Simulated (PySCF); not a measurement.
# Basis-set dependence of the excitation energy of W⁺

W⁺ [Xe] 4f14 5d4 6s1 (6D) → W⁺ [Xe] 4f14 5d3 6s1 7s1 (6F). Calculated with PySCF 2.14 from differences of total energies of unrestricted determinants, without spin-orbit coupling. Values in eV.

| basis | Hamiltonian | functions | UHF | LDA | PBE0 | MP2 (valence) |
| --- | --- | --- | --- | --- | --- | --- |
| def2-QZVPPD with the def2 core potential (60 electrons) | ECP | 84 | 10.051 | 10.842 | 10.644 | 10.496 |
| aug-cc-pVTZ-PP with ECP60MDF | ECP | 88 | 10.142 | 11.009 | 10.837 | 10.598 |
| aug-cc-pVTZ-PP with one added diffuse shell each of s, p, d, f, g type with ECP60MDF | ECP | 113 | 10.101 | 10.970 | 10.794 | 10.557 |
| aug-cc-pwCVTZ-PP with ECP60MDF | ECP | 122 | 9.980 | 10.853 | 10.649 | 10.444 |

Frozen outside the core potential: valence: 5s2 5p6.
